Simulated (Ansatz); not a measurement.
Geometry optimisation, Ansatz 0.2.0, UKS PBE/STO-3G.

input.yaml

```yaml
crystal:
  periodic: [false, false, false]
  atoms:
    - { symbol: C, position_ang: [-0.3461, 1.0932, 0.1849] }
    - { symbol: S, position_ang: [1.0703, 0.2209, 0.737] }
    - { symbol: B, position_ang: [0.4783, -1.4124, -0.0237] }
    - { symbol: Cl, position_ang: [1.0577, -1.8387, -1.7406] }
    - { symbol: H, position_ang: [-1.3125, 0.6911, 0.5951] }
    - { symbol: H, position_ang: [-0.3113, 2.2093, 0.5031] }
    - { symbol: H, position_ang: [-0.4317, 1.119, -0.9314] }
    - { symbol: H, position_ang: [-0.1125, -2.1395, 0.6199] }
magnetization:
  spin_polarized: true
basis:
  gaussian: { orbitals: STO-3G }
hamiltonian:
  xc: pbe
relax:
  f_tol: 0.02
  max_steps: 40
output:
  orbitals: {}
```

Launched with:

```bash
$ ansatz run input.yaml --threads 1 --pin off --max-ram 2048MiB --backend cpu --events-out ev --progress --plain --runs-dir out
```

Problem. Where does it end, and by what steps?

Solution. The run converged. The force dipped under the threshold on the way, but the program's further checks kept it going. Limits of this set-up: minimal basis. After 25 steps the energy has fallen by 1.542 eV; Cl4 moved furthest, 1.39 Å.

| step | energy less start (eV) | largest force component (eV/Å) | accepted |
| --- | --- | --- | --- |
| 0 | 0.0000 | 2.853 | yes |
| 1 | -0.2560 | 1.577 | yes |
| 2 | -0.4396 | 0.975 | yes |
| 3 | -0.7165 | 0.689 | yes |
| 4 | -0.9272 | 0.819 | yes |
| 5 | -1.1508 | 0.884 | yes |
| 6 | -1.3388 | 0.798 | yes |
| 7 | -1.4776 | 0.389 | yes |
| 8 | -1.5354 | 0.283 | yes |
| 9 | -1.5386 | 0.187 | yes |
| 10 | -1.5318 | 0.266 | no |
| 11 | -1.5402 | 0.080 | yes |
| 12 | -1.5405 | 0.041 | yes |
| 13 | -1.5410 | 0.063 | yes |
| 14 | -1.5411 | 0.044 | yes |
| 15 | -1.5412 | 0.036 | yes |
| 16 | -1.5414 | 0.057 | yes |
| 17 | -1.5372 | 0.261 | no |
| 18 | -1.5416 | 0.011 | yes |
| 19 | -1.5418 | 0.032 | yes |
| 20 | -1.5419 | 0.059 | yes |
| 21 | -1.5420 | 0.053 | yes |
| 22 | -1.5421 | 0.004 | yes |
| 23 | -1.5422 | 0.011 | yes |
| 24 | -1.5325 | 0.369 | no |
| 25 | -1.5423 | 0.011 | yes |

```xyz
8
Properties=species:S:1:pos:R:3
C -0.467 1.178 0.226
S 1.040 0.336 -0.427
B 0.575 -1.345 -0.280
Cl 1.715 -2.627 -0.800
H -1.196 0.447 0.616
H -0.172 1.869 1.038
H -0.939 1.768 -0.582
H -0.465 -1.683 0.153
```

Whether the end is a true minimum wasn't checked by a vibrational analysis.

The run took 63 s on 1 thread of Arm Neoverse V1, with other jobs on the host, peak memory 0.16 GiB.
